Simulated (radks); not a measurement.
Ti IV, configuration [Ar] 3d1.

All-electron calculation, scalar-relativistic Kohn-Sham, r2SCAN, spin-polarised, spherical densities, finite nucleus; open shells are filled with parallel spins first; meta-GGA in the generalised Kohn-Sham scheme; Fermi nuclear charge, rms radius 3.5921 fm. Program: a radial shooting solver on a logarithmic mesh with Libxc functionals.

Energy parts (hartree):
total: -852.02433
kinetic: 859.30098
electron-nucleus: -2002.36057
Hartree: 332.34423
exchange-correlation: -41.30898

Orbitals (lengths in bohr, moments of r in powers of bohr; <r^-3> diverges for s and p1/2; r(max) is where P^2 peaks):
| orbital | occ. | eigenvalue (hartree) | r(max) | <r^-3> |
|---|---|---|---|---|
| 1s up | 1 | -180.8958 | 0.04556 | - |
| 1s down | 1 | -180.8963 | 0.04556 | - |
| 2s up | 1 | -21.25910 | 0.2685 | - |
| 2s down | 1 | -21.24153 | 0.2684 | - |
| 2p up | 3 | -17.75858 | 0.2197 | 264.8 |
| 2p down | 3 | -17.74501 | 0.2196 | 265.2 |
| 3s up | 1 | -3.59484 | 0.8644 | - |
| 3s down | 1 | -3.54140 | 0.8647 | - |
| 3p up | 3 | -2.66866 | 0.8942 | 31.48 |
| 3p down | 3 | -2.61507 | 0.8948 | 31.37 |
| 3d up | 1 | -1.27758 | 0.9272 | 2.593 |
| 3d down | 0 | -1.21842 | 0.9281 | 2.619 |
| 4s up | 0 | -0.93146 | 2.409 | - |
| 4p up | 0 | -0.72842 | 2.744 | 4.365 |

The highest occupied level is 3d up at -34.765 eV. Summed over all electrons, <r^2> = 12.91 bohr^2, which gives a Langevin (diamagnetic) susceptibility term of -10.2 x 10^-6 cm^3/mol.
